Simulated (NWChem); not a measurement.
Molecule: C$_{2}$H$_{7}$BO$_{2}$; SMILES OB(C)CO

```xyz
12

C     -0.6396    -1.9124     0.0199
B      0.0411    -0.4925    -0.0244
O      1.3933    -0.3264    -0.0578
C     -0.7757     0.8563    -0.0175
O     -0.0108     2.0265     0.0935
H     -1.6474    -1.9109    -0.4226
H     -0.7647    -2.2098     1.0768
H     -0.0483    -2.7042    -0.4684
H      1.8957    -1.1470    -0.0797
H     -1.5267     0.8137     0.7983
H     -1.3932     0.8632    -0.9456
H      0.9114     1.7675    -0.0116
```
Atoms are numbered in this order, from 1.

Program: NWChem. Pople sets run with spherical d functions. Geometry: optimised at PBE0/def2-SVP. Atomic charges in e: unrestrained fits to the electrostatic potential beside Mulliken populations; buried atoms are poorly determined by the fit.

For level Hartree-Fock/6-31G*:

- ESP C1 = -0.41
- Mulliken C1 = -0.75
- ESP B2 = 0.52
- Mulliken B2 = 0.69
- ESP O3 = -0.74
- Mulliken O3 = -0.75
- Mulliken C4 = -0.15
- Mulliken O5 = -0.80

### Question
How do the values read with level B3LYP/def2-SVP instead?

### Answer
| Quantity | Result |
|---|---|
| ESP C1 | -0.29 |
| Mulliken C1 | -0.04 |
| ESP B2 | 0.32 |
| Mulliken B2 | -0.18 |
| ESP O3 | -0.60 |
| Mulliken O3 | -0.12 |
| Mulliken C4 | 0.21 |
| Mulliken O5 | -0.32 |
